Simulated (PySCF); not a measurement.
C2H7FO2Si, singlet, at a GFN2-xTB geometry; PySCF with DF-B3LYP/pcseg-1.

Here is a job for PySCF.
```python
from pyscf import gto, scf, dft

mol = gto.M(
    atom='''
Si    0.02321541    0.38853911   -0.12992618
F    -0.08033676    0.91651971    1.39526714
O     1.24024598   -0.63990782   -0.28627525
C     2.59244730   -0.42441933   -0.00978105
O    -1.21872361   -0.55881561   -0.48103385
C    -2.58043618   -0.25149609   -0.42864738
H     0.12481362    1.62071358   -0.89082195
H     3.10600168   -1.38252077   -0.09005786
H     2.72746975   -0.02255760    0.99623080
H     3.02270162    0.27746369   -0.72771966
H    -2.84270350    0.45760229   -1.21696431
H    -2.84752410    0.18332612    0.53630518
H    -3.13698957   -1.17697240   -0.57636628
''',
    basis='pcseg-1',
    verbose=4,
    max_memory=1800,
)

mf = dft.RKS(mol)
mf.xc = 'b3lyp'
mf = mf.density_fit(auxbasis='def2-universal-jkfit')
mf.kernel()
```

Predict the main parts of the log of this PySCF run.


```
PySCF version 2.14.0

[INPUT] verbose = 4
[INPUT] num. atoms = 13
[INPUT] num. electrons = 58
[INPUT] charge = 0
[INPUT] spin (= nelec alpha-beta = 2S) = 0
[INPUT] symmetry False subgroup None
[INPUT] Mole.unit = angstrom
[INPUT] Symbol           X                Y                Z      unit          X                Y                Z       unit  Magmom
[INPUT]  1 Si     0.023215410000   0.388539110000  -0.129926180000 AA    0.043870766769   0.734232506582  -0.245524896611 Bohr   0.0
[INPUT]  2 F     -0.080336760000   0.916519710000   1.395267140000 AA   -0.151814474135   1.731971239666   2.636672765205 Bohr   0.0
[INPUT]  3 O      1.240245980000  -0.639907820000  -0.286275250000 AA    2.343725229293  -1.209250524767  -0.540981818741 Bohr   0.0
[INPUT]  4 C      2.592447300000  -0.424419330000  -0.009781050000 AA    4.899015389368  -0.802036295671  -0.018483505711 Bohr   0.0
[INPUT]  5 O     -1.218723610000  -0.558815610000  -0.481033850000 AA   -2.303053844441  -1.056008457032  -0.909022233145 Bohr   0.0
[INPUT]  6 C     -2.580436180000  -0.251496090000  -0.428647380000 AA   -4.876317662119  -0.475258731499  -0.810026152212 Bohr   0.0
[INPUT]  7 H      0.124813620000   1.620713580000  -0.890821950000 AA    0.235863558416   3.062704792563  -1.683409511251 Bohr   0.0
[INPUT]  8 H      3.106001680000  -1.382520770000  -0.090057860000 AA    5.869492517639  -2.612585616823  -0.170184690764 Bohr   0.0
[INPUT]  9 H      2.727469750000  -0.022557600000   0.996230800000 AA    5.154170840536  -0.042627686027   1.882603368856 Bohr   0.0
[INPUT] 10 H      3.022701620000   0.277463690000  -0.727719660000 AA    5.712078218079   0.524330383611  -1.375190852862 Bohr   0.0
[INPUT] 11 H     -2.842703500000   0.457602290000  -1.216964310000 AA   -5.371931068343   0.864743002074  -2.299729249270 Bohr   0.0
[INPUT] 12 H     -2.847524100000   0.183326120000   0.536305180000 AA   -5.381040682099   0.346436158279   1.013469909386 Bohr   0.0
[INPUT] 13 H     -3.136989570000  -1.176972400000  -0.576366280000 AA   -5.928051142917  -2.224155492172  -1.089174416634 Bohr   0.0

nuclear repulsion = 338.097422757624
number of shells = 32
number of NR pGTOs = 218
number of NR cGTOs = 123
basis = pcseg-1
ecp = {}

******** <class 'pyscf.df.df_jk.DFRKS'> ********
method = DFRKS
initial guess = minao
damping factor = 0
level_shift factor = 0
DIIS = <class 'pyscf.scf.diis.CDIIS'>
diis_start_cycle = 1
diis_space = 8
diis_damp = 0
SCF conv_tol = 1e-09
SCF conv_tol_grad = None
SCF max_cycles = 50
direct_scf = False
XC library pyscf.dft.libxc version 7.1.2
    S. Lehtola, C. Steigemann, M. J. T. Oliveira, and M. A. L. Marques,  SoftwareX 7, 1–5 (2018)
XC functionals = b3lyp
    P. J. Stephens, F. J. Devlin, C. F. Chabalowski, and M. J. Frisch,  J. Phys. Chem. 98, 11623 (1994)
radial grids:
    Treutler-Ahlrichs [JCP 102, 346 (1995); DOI:10.1063/1.469408] (M4) radial grids

becke partition: Becke, JCP 88, 2547 (1988); DOI:10.1063/1.454033
pruning grids: <function nwchem_prune>
grids dens level: 3
symmetrized grids: False
atomic radii adjust function: <function treutler_atomic_radii_adjust>
small_rho_cutoff = 0
Set gradient conv threshold to 3.16228e-05
Initial guess from minao.
tot grids = 158504
******** <class 'pyscf.df.df.DF'> ********
auxbasis = def2-universal-jkfit
init E= -620.856544899815
  HOMO = -0.374487599163301  LUMO = -0.00818391334825971  gap/eV = 9.96763
cycle= 1 E= -620.115668198524  delta_E= 0.741  |g|= 0.95  |ddm|=  3.5
  HOMO = -0.166682379036412  LUMO = 0.0446259698950127  gap/eV = 5.74999
cycle= 2 E= -619.840734971195  delta_E= 0.275  |g|= 1.55  |ddm|=    2
  HOMO = -0.304589132845809  LUMO = 0.035586781426026  gap/eV = 9.25666
cycle= 3 E= -620.277504235737  delta_E= -0.437  |g|= 0.0835  |ddm|= 1.32
  HOMO = -0.297786374258379  LUMO = 0.0345114644771942  gap/eV = 9.04228
cycle= 4 E= -620.278193877595  delta_E= -0.00069  |g|= 0.0627  |ddm|= 0.0958
  HOMO = -0.300297500099347  LUMO = 0.0345890875935986  gap/eV = 9.11273
cycle= 5 E= -620.278826758509  delta_E= -0.000633  |g|= 0.00792  |ddm|= 0.0423
  HOMO = -0.299983953206843  LUMO = 0.0346986086022572  gap/eV = 9.10718
cycle= 6 E= -620.278836990383  delta_E= -1.02e-05  |g|= 0.00225  |ddm|= 0.00674
  HOMO = -0.300129786128648  LUMO = 0.0346619764899687  gap/eV = 9.11015
cycle= 7 E= -620.278838202403  delta_E= -1.21e-06  |g|= 0.000242  |ddm|= 0.00198
  HOMO = -0.30013674684555  LUMO = 0.034670280666294  gap/eV = 9.11056
cycle= 8 E= -620.278838215771  delta_E= -1.34e-08  |g|= 3.45e-05  |ddm|= 0.000248
  HOMO = -0.300134816611342  LUMO = 0.0346684325799806  gap/eV = 9.11046
cycle= 9 E= -620.278838216074  delta_E= -3.03e-10  |g|= 5.89e-06  |ddm|= 4.37e-05
  HOMO = -0.300133747241526  LUMO = 0.0346686793091342  gap/eV = 9.11044
Extra cycle  E= -620.278838216079  delta_E= -4.77e-12  |g|= 5.79e-06  |ddm|= 9.04e-06
converged SCF energy = -620.278838216079
```
